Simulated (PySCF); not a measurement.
## Dipole response of Fe (iron, neutral)

[Ar] 3d8, high-spin 3F determinant (an excited configuration). Computed with PySCF 2.14 in x2c-QZVPPall with one added diffuse shell each of s, p, d, f, g type (12s8p6d5f3g, 128 functions), with scalar relativity by spin-free X2C-1e. Coupled (time-dependent) response in atomic units; α is the mean over directions.

```json
{"method": "PBE0", "mean α (bohr³)": "152.0", "C₆ (like pair)": "558.7", "S(−4)": "446700"}
```

S(−4) is the Cauchy moment in α(ω) = α(0) + S(−4) ω² + …

α(iu) at PBE0:

| u (hartree) | α(iu) (bohr³) |
| --- | --- |
| 0 | 152.0 |
| 0.0500 | 45.32 |
| 0.100 | 29.16 |
| 0.200 | 17.55 |
| 0.300 | 12.36 |
| 0.500 | 7.552 |
| 0.750 | 4.926 |
| 1.00 | 3.564 |
| 1.50 | 2.201 |
| 2.00 | 1.532 |
| 3.00 | 0.8843 |
| 5.00 | 0.4121 |

A single London oscillator, α(iu) = α/(1 + u²/ω²), gives C₆ = (3/4) ω α². Matching the computed C₆ needs ω = 4 × 558.7 / (3 × 152.0²) = 0.0322 hartree.
